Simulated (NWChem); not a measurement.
System: CHF2NOSi; SMILES F[SiH](F)OC#N

The following NWChem deck was run.

```
start job
memory heap 200 mb stack 900 mb global 1100 mb
geometry units angstroms noautoz
  N      0.233126    -2.952897    -0.124425
  C     -0.110857    -1.865207     0.086140
  O     -0.519287    -0.675493     0.336570
  Si    -0.006682     0.779595    -0.329765
  F      1.423905     1.127773     0.284286
  F     -1.074402     1.836569     0.198238
  H      0.043961     0.709524    -1.792285
end
basis spherical
  * library 6-31g*
end
dft
  xc b3lyp
  iterations 150
  mulliken
end
task dft energy
```

Structure relaxed at the PBE0/def2-SVP level.

Q: Predict the main results of this run. (B3LYP/6-31G* (spherical d).) Quantities: basis functions; energy (Ha); highest occupied level (eV); orbital gap (eV); dipole (D).

A: 
| Property | Value |
|---|---|
| number of basis functions | 90 |
| energy (Ha) | -657.97 |
| highest occupied level (eV) | -8.69 |
| orbital gap (eV) | 8.87 |
| dipole (D) | 3.39 |
